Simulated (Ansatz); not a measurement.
Ansatz (an electronic-structure program) input (PBE0/def2-SVP):

Ansatz 0.2 input:
```yaml
crystal:
  periodic: [false, false, false]
  atoms:
    - {symbol: B, position_ang: [-0.09320651, -0.35603142, 0.04988833]}
    - {symbol: Cl, position_ang: [-0.19842545, 1.35671977, -0.17673327]}
    - {symbol: N, position_ang: [1.37580856, -0.91134000, 0.08869693]}
    - {symbol: N, position_ang: [-1.12564956, -1.24020545, 0.19313301]}
    - {symbol: H, position_ang: [1.90573454, -0.46092451, 0.84123126]}
    - {symbol: H, position_ang: [1.44437762, -1.92244809, 0.22232513]}
    - {symbol: H, position_ang: [-1.04260799, -2.23714686, 0.32451608]}
    - {symbol: H, position_ang: [-2.08591800, -0.92489798, 0.17414507]}
    - {symbol: H, position_ang: [1.86656608, -0.67784335, -0.78000322]}
basis:
  gaussian:
    orbitals: def2-SVP
hamiltonian:
  xc: {name: PBE0}
total_charge: 1
```

End of the output:

```
integrals: 0.03 GiB planned
1001 factors; their error is unknown
mean field: 0.27 GiB planned
mean field evaluation 1: about -16229.7734 eV, gradient 7.9e1 eV
mean field evaluation 2: about -16220.8479 eV, gradient 9.7e1 eV
mean field evaluation 4: about -16241.8873 eV, gradient 4.6e0 eV
mean field evaluation 8: about -16241.9311 eV, gradient 5.2e-2 eV
mean field evaluation 16: about -16241.9700 eV, gradient 2.6e-5 eV
mean field -16241.96995331 eV, -596.8813865815 hartree, gradient 2.6e-5 eV, S^2 0.000000; 0 other end points of the search recorded, 0 dependent functions left out
reference -16241.96997519 eV, -596.8813873857 hartree; 20, 20 occupied and 65, 65 virtual orbitals, 1001 factors
Total energy: -16241.96997519 eV, -596.8813873857 hartree
```

It need not be the lowest isomer of its formula.
